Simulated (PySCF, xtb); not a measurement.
Cl2GeH4OSi, SMILES O[Si](Cl)(Cl)[GeH3]. The values are those of a single conformer.

Harmonic wavenumbers (cm⁻¹) from GFN2-xTB in xtb 6.7.1 at its own minimum, in rising order: 26, 78, 100, 148, 155, 186, 224, 344, 420, 425, 496, 534, 762, 797, 871, 874, 900, 1989, 2070, 2095, 3646.

Task: What does B3LYP-D3(BJ)/def2-SVP (PySCF) give at its own minimum? (The exact figures need the calculation; the answer reports its results.)

Result: 88, 98, 110, 185, 192, 200, 303, 360, 473, 481, 546, 583, 794, 802, 879, 880, 929, 2135, 2146, 2147, 3845. Paired by order, the mean absolute difference is 49 cm⁻¹ and the zero-point energies are 24.5 and 26.0 kcal/mol.
